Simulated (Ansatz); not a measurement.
Consider the redistribution: `N[SiH](O)[Si](N)(Cl)Cl` + `N[SiH2]O[SiH2][SiH3]` → `N[SiH2]O[Si](N)(Cl)Cl` + `N[SiH](O)[SiH2][SiH3]`.

Isolated molecules relaxed with PBE0-D4/def2-TZVP in Ansatz; ΔE leaves out vibrations. CBS: MP2 limit from def2 TZ/QZ plus the TZ coupled-cluster correction, frozen cores. DFT in def2-TZVPP. One conformer a species, not always the lowest.

(1) Is it downhill or uphill in electronic energy at CCSD(T)/CBS, and by how much? (An estimate is asked.)

(2) What do these levels give: PBE0-D4, ωB97X-V, B2PLYP, HF/def2-TZVPP, MP2/def2-TZVPP, SCS-MP2/def2-QZVPP? (An estimate is asked.)

Largest T1 diagnostic among the species: 0.013.

Answers

(1) Ansatz gave: Downhill: ΔE = -0.41 eV.

(2) The calculation gave: PBE0-D4 -0.39, ωB97X-V -0.39, B2PLYP -0.39, HF/def2-TZVPP -0.44, MP2/def2-TZVPP -0.41, SCS-MP2/def2-QZVPP -0.39 eV.

The D4 term adds +0.04 eV with B3LYP and +0.02 eV with PBE0; it sums over pairs of atoms, weighted by their polarisabilities, and B3LYP, whose exchange is more repulsive, gets the larger term. From PBE to PBE0 (25 % exact exchange), in def2-TZVPP and without D4, ΔE moves by −0.05 eV.

B3LYP here is the variant with VWN-RPA as its local correlation; programs differ in this.
